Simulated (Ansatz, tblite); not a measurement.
Cost and result up the ladder for Sn(NH2)2 (SnN2H4) (7 atoms). Charge 0, multiplicity 1. Geometry: PBE0-D4/def2-TZVP.

```xyz
7

Sn    0.474   -0.048   -1.308
N     1.339    0.441    0.450
H     2.306    0.710    0.524
H     0.890    0.436    1.353
N    -1.328   -0.435   -0.485
H    -2.121   -0.737   -1.028
H    -1.560   -0.367    0.494
```

Ansatz on 4 threads of Arm Neoverse V2 on a shared host; xTB runs through tblite on one thread. Times are rough, summed over both states, and most runs start from the orbitals of an earlier one. PBE0-D4/def2-TZVP serves as the yardstick here, not as an exact answer. The other state is a triplet.

In the def2 sets Sn takes a core potential; there is no spin–orbit coupling. The xTB rows come from tblite. HOMO above LUMO, or a gap near zero within one spin, warns that the state may not be the lowest or that an electron is smeared out.

xTB has no spin-polarisation term.

| level | functions | wall time | vertical triplet (eV) | difference from PBE0-D4/def2-TZVP (eV) | remarks |
| --- | --- | --- | --- | --- | --- |
| GFN2-xTB | 21 | 0.004 s | 4.48 | 0.99 | – |
| GFN1-xTB | 25 | 0.006 s | 4.26 | 0.77 | – |
| PBE-D4/def2-TZVP | 136 | 3.1 s | 3.46 | -0.03 | gap within one spin near zero (triplet) |
| PBE0-D4/def2-TZVP | 136 | 6.1 s | 3.49 | 0.00 | – |
| r2SCAN-D4/def2-TZVP | 136 | 7 s | 3.44 | -0.05 | – |
